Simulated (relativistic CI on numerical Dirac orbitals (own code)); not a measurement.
## d8 in a ligand field

Computed with a parametric ligand-field model of a d^n configuration (Racah B and C, spin-orbit zeta, crystal field), exact diagonalisation.

Field parameters in Wybourne normalisation: Oh B⁴₀ = 21Dq, B⁴₄ = √(5/14) B⁴₀; Td as Oh with Dq negative (B⁴₀ = 21Dq, B⁴₄ = √(5/14) B⁴₀). The field is a parameter set, without covalency.

(1) Lowest levels for B = 640, C = 3170, ζ = 4000 cm⁻¹, Oh, 10Dq = 21600 cm⁻¹?

(2) Lowest levels for B = 340, C = 1500, ζ = 1300 cm⁻¹, Oh, 10Dq = 23350 cm⁻¹?

(3) Lowest levels for B = 360, C = 1420, ζ = 120 cm⁻¹, Oh, 10Dq = 17900 cm⁻¹?

(4) Lowest levels for B = 440, C = 1640, ζ = 90 cm⁻¹, Oh, 10Dq = 35900 cm⁻¹?

(5) Lowest levels for B = 310, C = 1330, ζ = 90 cm⁻¹, Td, 10Dq = -5500 cm⁻¹?

## Answers

(1) T2 0 (S 0.99), E 10213 (S 0.25), A1 19016 (S 0.37), E 20378 (S 0.96), T1 20501 (S 0.98), T2 23094 (S 0.94), A2 25351 (S 1.00), T2 30104 (S 0.94), T1 30473 (S 0.98) cm⁻¹, with S from ⟨S²⟩ = S(S + 1). The ground level has 2.06 electrons in the cubic e pair.

(2) T2 0 (S 1.00), E 5632 (S 0.02), A1 10811 (S 0.03), E 22872 (S 1.00), T1 22957 (S 0.99), T2 23665 (S 0.99), A2 24197 (S 1.00), T2 27142 (S 0.95), E 27545 (S 0.99) cm⁻¹, with S from ⟨S²⟩ = S(S + 1). The ground level has 2.01 electrons in the cubic e pair.

(3) T2 0 (S 1.00), E 5676 (S 0.00), A1 10728 (S 0.00), E 17869 (S 1.00), T1 17870 (S 1.00), T2 17931 (S 1.00), A2 17962 (S 1.00), T2 21898 (S 1.00), E 21902 (S 1.00) cm⁻¹, with S from ⟨S²⟩ = S(S + 1). The ground level has 2.00 electrons in the cubic e pair.

(4) T2 0 (S 1.00), E 6768 (S 0.00), A1 13091 (S 0.00), E 35877 (S 1.00), T1 35877 (S 1.00), T2 35923 (S 1.00), A2 35946 (S 1.00), T2 40948 (S 1.00), E 40950 (S 1.00) cm⁻¹, with S from ⟨S²⟩ = S(S + 1). The ground level has 2.00 electrons in the cubic e pair.

(5) A1 0 (S 1.00), T1 60 (S 1.00), E 177 (S 1.00), T2 180 (S 1.00), T2 4785 (S 0.19), E 4931 (S 0.02), T1 5069 (S 1.00), E 5072 (S 0.99), A2 5136 (S 1.00) cm⁻¹, with S from ⟨S²⟩ = S(S + 1). The ground level has 3.95 electrons in the cubic e pair.
